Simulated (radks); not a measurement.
Results of a calculation; reference values are marked as such.
Species: As3-. Configuration: [Kr]. Level of theory: scalar-relativistic Kohn-Sham, LDA (Slater exchange, Perdew-Wang correlation), spin-polarised, spherical densities, finite nucleus; Fermi nuclear charge, rms radius 4.0968 fm; Watson sphere of charge +3 and radius 3.17 bohr (a radial shooting solver on a logarithmic mesh with Libxc functionals). Some entries of the table are withheld. Estimate them.

orbital  occ.  eigenvalue (hartree)  <1/r> (bohr^-1)
1s          2                   (1)            33.42
2s          2             -54.43771            7.356
2p          6                   (2)              (3)
3s          2              -6.85577            2.382
3p          6              -4.79494              (4)
3d         10                   (5)              (6)
4s          2              -0.51378           0.6366
4p          6              -0.21644           0.4588

Answer. 
(1) 1s eigenvalue (hartree): -429.7988
(2) 2p eigenvalue (hartree): -47.77242
(3) 2p <1/r> (bohr^-1): 7.216
(4) 3p <1/r> (bohr^-1): 2.231
(5) 3d eigenvalue (hartree): -1.39688
(6) 3d <1/r> (bohr^-1): 1.904
